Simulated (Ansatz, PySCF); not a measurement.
(E)-2-fluorobut-2-ene (C4H7F), SMILES C/C=C(\C)F. Atoms are numbered in the order given.

```xyz
12

C      1.7729     1.0194    -0.2661
C      0.9391    -0.0964     0.2952
C     -0.3667    -0.2878     0.1081
C     -1.3585     0.5065    -0.6781
F     -0.9531    -1.3557     0.6974
H      2.2434     1.6026     0.5429
H      1.1877     1.7159    -0.8833
H      2.5898     0.6225    -0.8916
H      1.4425    -0.8378     0.9259
H     -2.1666     0.8569    -0.0161
H     -1.8179    -0.1293    -1.4519
H     -0.8957     1.3750    -1.1623
```

Coordinates come from a ωB97X-D3(BJ)/def2-SVP optimisation.

Two levels are set side by side: PBE-D3(BJ)/def2-SVP (Ansatz, an electronic-structure program) and ωB97X-D3(BJ)/def2-SVP (PySCF). Each level has its own optimised geometry; the coordinates shown are those of the second. Frequencies come from the Hessian of PySCF at each geometry. Differences are taken from unrounded values.

| quantity | ωB97X-D3(BJ) |
|---|---|
| mean bond length (Å) | 1.217 |
| bond C1–C2 (Å) | 1.502 |
| bond C2–C3 (Å) | 1.333 |
| bond C3–C4 (Å) | 1.494 |
| bond C3–F5 (Å) | 1.353 |
| bond C1–H6 (Å) | 1.103 |
| bond C1–H7 (Å) | 1.099 |
| bond C1–H8 (Å) | 1.103 |
| bond C2–H9 (Å) | 1.096 |
| bond C4–H10 (Å) | 1.102 |
| bond C4–H11 (Å) | 1.102 |
| bond C4–H12 (Å) | 1.097 |
| highest harmonic wavenumber (cm⁻¹) | 3208 |
| mean harmonic wavenumber (cm⁻¹) | 1480 |
| zero-point energy (kcal/mol) | 63.46 |

Q: What does PBE-D3(BJ) give, and how far is it from ωB97X-D3(BJ)? (Estimate from the structure and the level; the computed values follow.)

A: 
| quantity | PBE-D3(BJ) | PBE-D3(BJ) minus ωB97X-D3(BJ) |
|---|---|---|
| mean bond length (Å) | 1.223 | 0.007 |
| bond C1–C2 (Å) | 1.498 | -0.004 |
| bond C2–C3 (Å) | 1.346 | 0.013 |
| bond C3–C4 (Å) | 1.492 | -0.002 |
| bond C3–F5 (Å) | 1.361 | 0.008 |
| bond C1–H6 (Å) | 1.112 | 0.009 |
| bond C1–H7 (Å) | 1.107 | 0.008 |
| bond C1–H8 (Å) | 1.112 | 0.009 |
| bond C2–H9 (Å) | 1.103 | 0.007 |
| bond C4–H10 (Å) | 1.110 | 0.009 |
| bond C4–H11 (Å) | 1.110 | 0.009 |
| bond C4–H12 (Å) | 1.105 | 0.008 |
| highest harmonic wavenumber (cm⁻¹) | 3102 | -106 |
| mean harmonic wavenumber (cm⁻¹) | 1422 | -57 |
| zero-point energy (kcal/mol) | 60.99 | -2.46 |

GGA bonds tend to be longer and softer than those of functionals with exact exchange. Differences between two approximate levels are no errors against the true value.
